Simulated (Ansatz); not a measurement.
`[OH][Sn]([F])([F])[SiH3]` + `[OH][In]([SH])[Cl]` → `[SiH3][O][In]([SH])[Cl]` + `[OH][SnH]([F])[F]`  (cleavage of the Si–Sn bond)

Isolated molecules relaxed with PBE0-D4/def2-TZVP in Ansatz; ΔE leaves out vibrations. CCSD(T)/CBS adds triple-zeta CCSD(T) − MP2 to the extrapolated MP2 energy (def2 sets, frozen cores). DFT in def2-TZVPP. B3LYP here is the variant with VWN-RPA as its local correlation; programs differ in this. Elements past krypton have def2 core potentials. For In, Sn outer-core shells are correlated without core-valence functions, which leaves a few kJ/mol of doubt a bond. Each species was taken in one conformer, which may not be the lowest.

`[OH][Sn]([F])([F])[SiH3]`:

Z-matrix (Å, degrees):
```
Sn
F 1 1.915
F 1 1.915 2 101.0
O 1 1.940 2 105.8 3 -110.0
Si 1 2.556 2 113.5 3 121.9
H 4 0.962 1 113.4 2 53.4
H 5 1.480 1 107.2 2 -177.7
H 5 1.480 1 107.2 2 62.2
H 5 1.480 1 106.7 2 -57.7
```

`[OH][In]([SH])[Cl]`:

Cartesian coordinates in Å:
```
O 1.835 0.433 0.773
In 0.053 0.058 0.033
S -0.604 -2.083 -0.681
Cl -1.394 1.873 -0.103
H 1.935 1.361 1.007
H -1.826 -1.642 -1.029
```

`[SiH3][O][In]([SH])[Cl]`:

```xyz
9

Si   -0.976   -1.302    0.847
O     0.183   -0.218    0.455
In    0.517    1.092   -0.968
S     2.498    2.352   -0.900
Cl   -1.099    1.276   -2.602
H    -0.427   -2.683    0.761
H    -1.435   -1.056    2.240
H    -2.150   -1.203   -0.065
H     2.891    1.741    0.233
```

`[OH][SnH]([F])[F]`:

Cartesian coordinates in Å:
```
O 0.044 1.544 0.051
Sn 0.288 -0.370 0.015
F -0.532 -1.022 -1.574
F -0.815 -1.111 1.378
H -0.874 1.819 -0.024
H 1.891 -0.859 0.153
```

```csv
level,ΔE (kJ/mol),difference from CCSD(T)/CBS
PBE-D4,-29.7,27.0
r2SCAN-D4,-49.7,7.0
PBE0-D4,-41.5,15.2
B3LYP-D4,-50.6,6.1
ωB97X-V,-56.4,0.3
ωB97M-V,-56.8,-0.1
B2PLYP,-56.9,-0.2
PBE,-29.0,27.7
r2SCAN,-49.3,7.4
PBE0,-40.9,15.8
B3LYP,-49.6,7.1
HF/def2-TZVPP,-84.6,-27.9
MP2/def2-TZVPP,-62.9,-6.2
SCS-MP2/def2-TZVPP,-68.2,-11.5
CCSD/def2-TZVPP,-64.7,-8.0
CCSD(T)/def2-TZVPP,-61.9,-5.2
HF/def2-QZVPP,-86.9,-30.2
MP2/def2-QZVPP,-60.7,-4.0
SCS-MP2/def2-QZVPP,-66.3,-9.6
HF/CBS(def2),-87.3,-30.6
MP2/CBS(def2),-57.6,-0.9
CCSD/CBS(def2),-59.4,-2.7
CCSD(T)/CBS,-56.7,0
```

Largest T1 diagnostic among the species: 0.015.

From PBE to PBE0 (25 % exact exchange), in def2-TZVPP and without D4, ΔE moves by −11.9 kJ/mol. In def2-TZVPP, CCSD(T) changes the Hartree–Fock value by +22.6 kJ/mol (the triples alone add +2.8 kJ/mol) and MP2 by +21.7 kJ/mol.
